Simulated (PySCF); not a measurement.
Isomers of C5H10F2O2, mass 140.065 u with the commonest isotopes. Method used: PBE0/pcSseg-1 in PySCF (dipole) on a GFN2-xTB geometry, gas phase. One conformer each, none proved a minimum here; rigid rotors.

Task: Order these by out-of-plane moment Σ m c² = (Ia + Ib − Ic)/2, smallest first.
A. `[CH3:1][O:2][C@@H:3]([CH2:4][F:5])[C@@H:6]([F:7])[O:8][CH3:9]` with C1–O2–C3–C4 78°, O2–C3–C4–F5 -84°, O2–C3–C6–F7 71°, C3–C6–O8–C9 175°
B. `[CH3:1][CH2:2][O:3][C:4]([F:5])([F:6])[CH2:7][O:8][CH3:9]` with C1–C2–O3–C4 -90°, C2–O3–C4–F5 -56°, O3–C4–C7–O8 40°, C4–C7–O8–C9 65°
C. `[CH3:1][CH2:2][C@H:3]([OH:4])[CH2:5][O:6][CH:7]([F:8])[F:9]` with C1–C2–C3–O4 -61°, C2–C3–O4–H -61°, C2–C3–C5–O6 62°, C3–C5–O6–C7 174°, C5–O6–C7–F8 -172°

Result: A (22.77 u·Å²), C (64.59 u·Å²), B (71.81 u·Å²).

Task: Order these by rotational constant C, smallest first.
A. `[CH3:1][O:2][C@@H:3]([CH2:4][F:5])[C@@H:6]([F:7])[O:8][CH3:9]` with C1–O2–C3–C4 78°, O2–C3–C4–F5 -84°, O2–C3–C6–F7 71°, C3–C6–O8–C9 175°
B. `[CH3:1][CH2:2][O:3][C:4]([F:5])([F:6])[CH2:7][O:8][CH3:9]` with C1–C2–O3–C4 -90°, C2–O3–C4–F5 -56°, O3–C4–C7–O8 40°, C4–C7–O8–C9 65°
C. `[CH3:1][CH2:2][C@H:3]([OH:4])[CH2:5][O:6][CH:7]([F:8])[F:9]` with C1–C2–C3–O4 -61°, C2–C3–O4–H -61°, C2–C3–C5–O6 62°, C3–C5–O6–C7 174°, C5–O6–C7–F8 -172°

Result: C (689.8 MHz), A (766.6 MHz), B (965.9 MHz).

Task: Order these by radius of gyration √(Σ m r²/M), largest first.
A. `[CH3:1][O:2][C@@H:3]([CH2:4][F:5])[C@@H:6]([F:7])[O:8][CH3:9]` with C1–O2–C3–C4 78°, O2–C3–C4–F5 -84°, O2–C3–C6–F7 71°, C3–C6–O8–C9 175°
B. `[CH3:1][CH2:2][C@H:3]([OH:4])[CH2:5][O:6][CH:7]([F:8])[F:9]` with C1–C2–C3–O4 -61°, C2–C3–O4–H -61°, C2–C3–C5–O6 62°, C3–C5–O6–C7 174°, C5–O6–C7–F8 -172°
C. `[CH3:1][CH2:2][O:3][C:4]([F:5])([F:6])[CH2:7][O:8][CH3:9]` with C1–C2–O3–C4 -90°, C2–O3–C4–F5 -56°, O3–C4–C7–O8 40°, C4–C7–O8–C9 65°

Result: B (2.386 Å), A (2.207 Å), C (2.061 Å).

| SMILES | point group | Ia (u·Å²) | Ib (u·Å²) | Ic (u·Å²) | κ | μa (D) | μb (D) | μc (D) |
| --- | --- | --- | --- | --- | --- | --- | --- | --- |
| CO[C@@H](CF)[C@@H](F)OC | C1 | 212.87 | 491.91 | 659.24 | -0.68 | 1.22 | 0.58 | 1.21 |
| CC[C@H](O)COC(F)F | C1 | 156.81 | 705.03 | 732.66 | -0.98 | 0.66 | 0.22 | 1.51 |
| CCOC(F)(F)COC | C1 | 185.20 | 481.67 | 523.24 | -0.91 | 0.71 | 0.78 | 0.77 |
